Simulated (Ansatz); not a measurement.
This geometry of BrH + FGeH3 (7 atoms, charge 0, multiplicity 1) is a first-order saddle point.

These are results of RKS PBE/def2-SVP (Ansatz 0.2.0), not measurements.

```xyz
7
Properties=species:S:1:pos:R:3
Ge -0.177 0.000 -0.152
F -0.017 0.000 1.951
H 1.371 0.000 0.006
H -0.608 1.328 -0.811
H -0.608 -1.328 -0.811
Br -2.634 0.000 1.092
H -1.074 0.000 2.034
```

Question: Which two structures does it join? (They come from a converged band through this point; their orientation in space is the band's.)

Answer: Bonds broken: Ge1–F2, Br6–H7. Bonds formed: Ge1–Br6, F2–H7. BrH + FGeH3 becomes BrGeH3 + FH.

Image 0:

```xyz
7
Properties=species:S:1:pos:R:3
Ge 0.274 0.000 -0.205
F -0.025 0.000 1.559
H 1.814 0.000 -0.333
H -0.372 1.294 -0.748
H -0.372 -1.294 -0.748
Br -3.257 0.000 1.834
H -1.808 0.000 1.952
```

Image 6:

```xyz
7
Properties=species:S:1:pos:R:3
Ge -0.409 0.000 -0.533
F 0.051 0.000 2.883
H 0.753 0.000 0.475
H -0.470 1.279 -1.398
H -0.470 -1.279 -1.398
Br -2.381 0.000 0.762
H -0.820 0.001 2.519
```

Question: How far does it lie above each of them?

Answer: 0.75 eV above the first and 0.80 eV above the second. This is the barrier of this one path; another mechanism may lie lower. The orbitals stay closed-shell, which can raise the energy where a bond breaks towards radicals; this wasn't checked here.

Time of the run: 58 s on 2 threads of Intel(R) Xeon(R) Platinum 8259CL CPU @ 2.50GHz (Skylake/Cascade Lake) (shared host), peak memory 0.17 GiB.
